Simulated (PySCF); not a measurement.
Molfile (atoms numbered from 1):
```
C8H16N2
     RDKit          3D

 26 26  0  0  0  0  0  0  0  0999 V2000
    2.6761    1.8873   -0.0567 C   0  0  0  0  0  0  0  0  0  0  0  0
    2.0530    0.8293    0.4269 C   0  0  0  0  0  0  0  0  0  0  0  0
    0.8361    0.2156   -0.1940 C   0  0  1  0  0  0  0  0  0  0  0  0
    1.0272   -1.3059   -0.4151 C   0  0  0  0  0  0  0  0  0  0  0  0
   -0.3364   -2.0081   -0.4430 C   0  0  0  0  0  0  0  0  0  0  0  0
   -1.4082   -1.0501   -0.9472 C   0  0  0  0  0  0  0  0  0  0  0  0
   -1.5557    0.0755   -0.0344 N   0  0  0  0  0  0  0  0  0  0  0  0
   -2.2270    1.1952   -0.6615 C   0  0  0  0  0  0  0  0  0  0  0  0
   -0.3569    0.5073    0.5921 N   0  0  0  0  0  0  0  0  0  0  0  0
   -0.3083    0.1060    1.9843 C   0  0  0  0  0  0  0  0  0  0  0  0
    2.3348    2.3899   -0.9466 H   0  0  0  0  0  0  0  0  0  0  0  0
    3.5524    2.2985    0.4154 H   0  0  0  0  0  0  0  0  0  0  0  0
    2.4194    0.3423    1.3205 H   0  0  0  0  0  0  0  0  0  0  0  0
    0.6674    0.6968   -1.1656 H   0  0  0  0  0  0  0  0  0  0  0  0
    1.6483   -1.7262    0.3778 H   0  0  0  0  0  0  0  0  0  0  0  0
    1.5534   -1.4562   -1.3592 H   0  0  0  0  0  0  0  0  0  0  0  0
   -0.6161   -2.3414    0.5577 H   0  0  0  0  0  0  0  0  0  0  0  0
   -0.2985   -2.8870   -1.0882 H   0  0  0  0  0  0  0  0  0  0  0  0
   -2.3781   -1.5553   -1.0005 H   0  0  0  0  0  0  0  0  0  0  0  0
   -1.1451   -0.7173   -1.9675 H   0  0  0  0  0  0  0  0  0  0  0  0
   -1.7201    1.5529   -1.5703 H   0  0  0  0  0  0  0  0  0  0  0  0
   -2.2754    2.0100    0.0568 H   0  0  0  0  0  0  0  0  0  0  0  0
   -3.2380    0.8878   -0.9269 H   0  0  0  0  0  0  0  0  0  0  0  0
    0.3390    0.8018    2.5191 H   0  0  0  0  0  0  0  0  0  0  0  0
    0.0523   -0.9153    2.1558 H   0  0  0  0  0  0  0  0  0  0  0  0
   -1.3166    0.1892    2.3835 H   0  0  0  0  0  0  0  0  0  0  0  0
  1  2  2  0
  2  3  1  0
  3  4  1  0
  4  5  1  0
  5  6  1  0
  6  7  1  0
  7  8  1  0
  7  9  1  0
  9 10  1  0
  9  3  1  0
  1 11  1  0
  1 12  1  0
  2 13  1  0
  3 14  1  6
  4 15  1  0
  4 16  1  0
  5 17  1  0
  5 18  1  0
  6 19  1  0
  6 20  1  0
  8 21  1  0
  8 22  1  0
  8 23  1  0
 10 24  1  0
 10 25  1  0
 10 26  1  0
M  END
```

PySCF 2.14.0 with density-fitted response routines calculation with GFN2-xTB geometry and shielding tensors at PBE0/pcSseg-1 (GIAO); one averaged value for each set of equivalent atoms, a single conformation, no solvent, non-relativistic Hamiltonian.

Referencing at the same level of theory: TMS for 13C and 1H; 15N vs NH3.

| atoms | nucleus | count | Hirshfeld charge | δ (ppm) |
| --- | --- | --- | --- | --- |
| N9 | 15N | 1 | -0.05 | ? |
| H17 | 1H | 1 | 0.04 | 1.85 |
| N7 | 15N | 1 | -0.05 | ? |
| H12 | 1H | 1 | 0.05 | 5.39 |
| H19 | 1H | 1 | 0.04 | ? |
| H21/H22/H23 | 1H | 3 | 0.03 | 2.53 |
| C4 | 13C | 1 | -0.08 | ? |
| H24/H25/H26 | 1H | 3 | 0.03 | 2.68 |
| C3 | 13C | 1 | 0.01 | 56.9 |
| C1 | 13C | 1 | -0.10 | ? |
| H15 | 1H | 1 | 0.03 | 1.82 |
| H11 | 1H | 1 | 0.05 | 5.45 |
| H18 | 1H | 1 | 0.04 | 1.66 |
| C6 | 13C | 1 | -0.03 | 52.8 |
| C10 | 13C | 1 | -0.09 | ? |
| C2 | 13C | 1 | -0.04 | 149.4 |
| H16 | 1H | 1 | 0.04 | ? |
| C8 | 13C | 1 | -0.08 | 47.6 |
| H14 | 1H | 1 | 0.03 | 3.34 |
| H20 | 1H | 1 | 0.02 | 2.10 |
| C5 | 13C | 1 | -0.07 | 23.2 |
| H13 | 1H | 1 | 0.04 | 5.97 |

Q: Complete the table.

A: 
- C1: 124.2 ppm, terminal =CH2 carbon; as expected for a trigonal carbon in a double bond
- C10: 44.9 ppm, methyl carbon bonded to N; the inductive effect lowers its shielding
- C4: 25.8 ppm, sp3 CH2 in a ring; aliphatic region, no heteroatom directly attached
- H19: 3.04 ppm, hydrogen on an sp3 CH2 bonded to N; its carbon carries N, an electronegative neighbour
- H16: 1.37 ppm, hydrogen on an sp3 CH2 in a ring
- N7: 102.5 ppm, nitrogen bonded to O or N
- N9: 100.2 ppm, nitrogen bonded to O or N

Shifts are as computed. Against solution values, carbons near 30 ppm lie about +3 ppm off and those near 130 ppm about +5 ppm. Of 1211 compounds with measured shifts, 218 miss one by over three times the rms of a fit or turn the order of signals round; such compounds aren't used in these exercises. Experimental scales use liquid or dissolved standards, which lie at an offset from isolated NH3 (liquid NH3: subtract about 20 ppm).
